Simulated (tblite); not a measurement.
Compound: H11N2Si4 (doublet state).
Bonds: N1–Si2, Si2–Si3, Si3–N4, N4–Si5, N4–Si6. Hydrogens: H7, H8 on N1; H9 on Si2; H10, H11 on Si3; H12, H13, H14 on Si5; H15, H16, H17 on Si6.

Structure optimised with GFN2-xTB, isolated species. This method treats the open shell by occupation alone, without spin polarisation.

(1) Give the optimised bond lengths and angles.

Answers

(1) 
| bond | length (Å) | order |
| --- | --- | --- |
| N1–Si2 | 1.740 | single |
| Si2–Si3 | 2.275 | single |
| Si3–N4 | 1.763 | single |
| N4–Si5 | 1.733 | single |
| N4–Si6 | 1.732 | single |
| N1–H7, N1–H8 | 1.007 | single |
| Si2–H9 | 1.479 | single |
| Si3–H10, Si3–H11 | 1.478 | single |
| Si5–H12, Si5–H13, Si5–H14 | 1.463 | single |
| Si6–H15, Si6–H16, Si6–H17 | 1.464 | single |

Bonds in one row agree within 0.01 Å and their mean is given. Orders are formal, as drawn. A selection of angles:
| angle | degrees |
| --- | --- |
| Si2–N1–H7 | 120.5 |
| H7–N1–H8 | 109.6 |
| N1–Si2–Si3 | 107.8 |
| N1–Si2–H9 | 99.3 |
| Si3–Si2–H9 | 123.5 |
| Si2–Si3–N4 | 104.5 |
| Si2–Si3–H10 | 126.2 |
| Si2–Si3–H11 | 110.0 |
| N4–Si3–H10 | 104.3 |
| N4–Si3–H11 | 106.9 |
| H10–Si3–H11 | 103.7 |
| Si3–N4–Si5 | 120.4 |
| Si3–N4–Si6 | 119.0 |
| Si5–N4–Si6 | 119.7 |
| N4–Si5–H12 | 108.1 |
| N4–Si5–H14 | 110.7 |
| H12–Si5–H13 | 110.5 |
| N4–Si6–H15 | 111.1 |
| N4–Si6–H16 | 106.6 |
| H15–Si6–H16 | 109.8 |
| H16–Si6–H17 | 110.6 |

Torsions: N1–Si2–Si3–N4 -168° (antiperiplanar); Si2–Si3–N4–Si5 -101° (anticlinal). The mirror-image conformer, all signs reversed, is as good.

Si6 (silicon bonded to N and 3 H) is tetrahedral (angles from 106.6° to 111.1°). N4 (nitrogen bonded to 3 Si) is almost planar (angles 120.4°, 119.7° and 119.0°, sum 359.1°, 0.10 Å off the plane of its three neighbours). Si5 (silicon bonded to N and 3 H) is tetrahedral (angles from 107.0° to 110.7°). Si3 (silicon bonded to N, Si and 2 H) has angles from 103.7° to 126.2°. Si2 (silicon bonded to N, Si and H) is pyramidal (angles 123.5°, 107.8° and 99.3°, sum 330.5°, 0.56 Å off the plane of its three neighbours). N1 (nitrogen bonded to Si and 2 H) has angles 120.5°, 119.6° and 109.6°, sum 349.7°, 0.22 Å off the plane of its three neighbours. The N–Si distances run from 1.732 Å (N4–Si6, drawn single) to 1.763 Å (Si3–N4, drawn single), a spread of 0.031 Å.

Point group: C1 (no symmetry element, even within 0.4 Å). Its GFN2-xTB frequencies are all real (lowest 17 cm⁻¹). Torsions: H–N1–Si2–Si3 169° and -50°, N1–Si2–Si3–N4 -168°, Si2–Si3–N4–Si5 -101°. 2 starts were optimised and ended at 0.00 and 0.37 kcal/mol (GFN2-xTB); the lowest of these is shown.

The run took 1.1 s on Arm Neoverse V2, one thread, shared host with 96 logical CPUs at a one-minute load of 72. This is the geometry optimisation.

These are computed values.
